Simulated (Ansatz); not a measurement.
Consider the substitution at a C–Ge bond: `C[O][Ge]([CH3])([OH])[OH]` + CH₃SH → `CSC` + `C[O][GeH]([OH])[OH]`.

Computed with Ansatz on PBE0-D4/def2-TZVP structures; ΔE is electronic, products minus reactants. CCSD(T)/CBS adds triple-zeta CCSD(T) − MP2 to the extrapolated MP2 energy (def2 sets, frozen cores). This one scheme is used for every species. DFT in def2-TZVPP. For Ge outer-core shells are correlated without core-valence functions, which leaves a few kJ/mol of doubt a bond. Scalar relativity is left out up to krypton. Each species was taken in one conformer, which may not be the lowest.

```
             level  ΔE (kJ/mol)
              PBE0         46.0
     HF/def2-TZVPP         46.9
SCS-MP2/def2-TZVPP         51.0
   CCSD/def2-TZVPP         54.7
CCSD(T)/def2-TZVPP         54.3
    MP2/def2-QZVPP         51.7
SCS-MP2/def2-QZVPP         49.2
     MP2/CBS(def2)         51.1
```

(1) What does CCSD(T)/CBS give? (An estimate is asked.)

Largest T1 diagnostic among the species: 0.012.

Answers

(1) Computed: +51.9 kJ/mol. The listed levels differ from it by -5.9, -5.0, -0.9, 2.8, 2.4, -0.2, -2.7, -0.8 kJ/mol.

In def2-TZVPP, CCSD(T) changes the Hartree–Fock value by +7.5 kJ/mol (the triples alone add −0.3 kJ/mol) and MP2 by +6.7 kJ/mol.
